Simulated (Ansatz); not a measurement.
`C[SiH](S)Cl` + H• → `C[SiH]([S])Cl`• + H₂ at 400 K and 1 bar (hydrogen abstraction from the S–H bond).

Gas-phase electronic energies from Ansatz, PBE0-D4/def2-TZVP geometries. CCSD(T)/CBS is the MP2 limit (def2-TZVPP, def2-QZVPP) plus CCSD(T) − MP2 in def2-TZVPP, frozen cores. This one scheme is used for every species, atoms too. No spin–orbit coupling; open shells (•) take unrestricted orbitals. Each species was taken in one conformer, which may not be the lowest.

```tsv
species	CCSD(T)/CBS energy (Eh)	H − E (kJ/mol)	S (J/(mol·K))
`C[SiH](S)Cl`	-1187.79090	181.3	373.8
H•	-0.50000	8.3	120.8
`C[SiH]([S])Cl`•	-1187.13928	155.5	369.5
H₂	-1.17544	38.0	139.0
```

H − E and S are ideal-gas, rigid-rotor, harmonic terms from PBE0-D4/def2-TZVP, for one conformer and one mirror image of each species, with the whole ground term of open shells counted as degenerate. The MP2-based limit puts H₂ 0.8 mEh under its directly extrapolated value; such offsets cancel only in part. 1 Eh = 2625.50 kJ/mol, R = 8.31446 J/(mol·K).

Q: By hand: ΔE, ΔH, ΔS and ΔG.

A: ΔE = (-1187.13928) + (-1.17544) − (-1187.79090) − (-0.50000) = -0.02382 Eh = -62.5 kJ/mol. Δ(H − E) = 155.5 + 38.0 − 181.3 − 8.3 = 3.9, so ΔH = -58.6 kJ/mol. ΔS = 369.5 + 139.0 − 373.8 − 120.8 = 13.9 J/(mol·K). ΔG = -58.6 − 400 × (13.9)/1000 = -64.2 kJ/mol.

Q: By hand: the equilibrium constant, and the temperature at which ΔG would vanish if ΔH and ΔS stayed fixed.

A: log₁₀ K = −ΔG/(RT ln 10) = 8.4. ΔH and −TΔS have one sign here, so there is no such temperature.

The number of gas molecules stays the same, so ΔS is small and ΔH decides. A doubt of 5 kJ/mol in ΔE shifts log₁₀ K by 0.7 here. Other conformers and mirror images would add mixing entropy, several J/(mol·K) or more a flexible species. These are equilibria of isolated gas molecules and say nothing of rates. Largest T1 diagnostic: 0.012 (customary marks: 0.02 for closed shells, 0.045 for open ones).
